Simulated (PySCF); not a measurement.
Interval between two levels of V³⁺ by level of theory

V³⁺ [Ar] 3d2 [3F4, M_J = 4] → V³⁺ [Ar] 3d1 4s1 [3D3, M_J = 3], as a difference of total energies. All numbers are calculated (PySCF 2.14, the two-component X2C-1e Hamiltonian, in x2c-SVPall-2c with one added diffuse shell each of s, d type (6s5p4d1f, 48 functions)). Correlated levels: [Ne] frozen; the 6 highest virtual spinors dropped. "Screened" scales the spin-orbit matrix elements by Boettger's factors to mimic the two-electron term; Breit and QED terms are absent.

```tsv
method	interval between two levels (cm⁻¹)
GHF (spin-free)	117120
GMP2 (spin-free)	113990
GHF (screened spin-orbit)	117030
GMP2 (screened spin-orbit)	113890
```

The labels give the starting determinants; with spin-orbit coupling the two ends relaxed to ⟨J²⟩ = 20.00, ⟨L²⟩ = 12.00, ⟨S²⟩ = 2.00 and ⟨J²⟩ = 12.00, ⟨L²⟩ = 6.00, ⟨S²⟩ = 2.00.
